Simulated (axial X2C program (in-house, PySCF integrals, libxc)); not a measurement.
Worked dissociation energy of TcC⁻: PBE0, with spin–orbit coupling

All values were computed with an in-house relativistic program for diatomic molecules. Two-component (2c) means X2C with spin–orbit coupling and atomic mean-field two-electron Coulomb and Gaunt terms. Basis: Tc dyall-acv3z [13s13p9d5f3g], C dyall-av3z [8s7p3d2f] (cores contracted in-house); Gaussian nuclei, density fitting, unrestricted open shells. Masses: Tc 98.907 u, C 12.000 u.

Molecular state: Ω = 1 (⟨Sz⟩ = 1.00, ⟨Lz⟩ = 0.00 at PBE0).

| Item | Value |
| --- | --- |
| E(Tc) (2M_J = 5) | -4283.291070 hartree |
| E(C-) (2M_J = 3) | -37.873392 hartree |
| E(TcC⁻) at Re | -4321.373205 hartree |
| ωe | 1065.9 cm⁻¹ |

Q: Work out De and D0.

A: De = -4283.291070 + (-37.873392) − (-4321.373205) = 0.20874 hartree = 5.680 eV. The zero-point energy is ωe/2 = 533 cm⁻¹ = 0.066 eV, so D0 = 5.614 eV.

One determinant describes the state; a PBE0 search over occupations chose it and may have missed a lower one. Dissociation energies refer to the lowest single-determinant-based atoms at the same level and basis. Density functionals use the spin component along the axis (collinear). Other states lie close and PBE0, whose exact exchange favours high spin, may order them wrongly; the determinant shown need not be the ground state. The nearest other 2c determinant of the search, Ω = 3, lies 0.39 eV up at the distance of the search. The functionals have no current-density term, which raises determinants with orbital currents, atoms included. With several unpaired electrons one determinant need not be a pure state. Open-shell Ω = 0 determinants with evenly filled partner blocks cannot be reached by this program, so the Ω shown need not be the lowest component. The highest occupied level of some functionals is positive through self-interaction error; at Hartree–Fock it is bound. The determinant is spin-polarised beyond a pure state at some levels (its spin-free form has ⟨S²⟩ too high), which makes Re and μ there less reliable.

Each atomic determinant is the lowest at this level and need not be a pure J level. Totals compare only within one Hamiltonian and basis.
